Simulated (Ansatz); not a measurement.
HOSi (SMILES O=[SiH]) moved off its minimum; all values from Ansatz (an electronic-structure program), cores frozen in correlated methods. Open shells are unrestricted.
(charge 0, multiplicity 2)
```xyz
3

O      0.7764    -0.4223     0.0031
Si    -0.3895     0.3870    -0.0417
H     -1.8684    -0.5535    -0.0383
```

Forces at wB97M-V/def2-TZVPP (eV/Å):

```csv
atom,Fx,Fy,Fz
O1,6.276,-4.091,0.233
Si2,-7.416,3.157,-0.224
H3,1.141,0.934,-0.009
```

Problem. Give the forces (eV/Å), the total energy and the dipole at CCSD(T)/aug-cc-pV(T+d)Z.

Solution. 
```json
[
 {"atom": "O1", "Fx": "6.927", "Fy": "-4.469", "Fz": "0.256"},
 {"atom": "Si2", "Fx": "-8.063", "Fy": "3.479", "Fz": "-0.245"},
 {"atom": "H3", "Fx": "1.137", "Fy": "0.990", "Fz": "-0.011"}
]
```
Energy -364.7217 hartree, dipole 2.89 D.
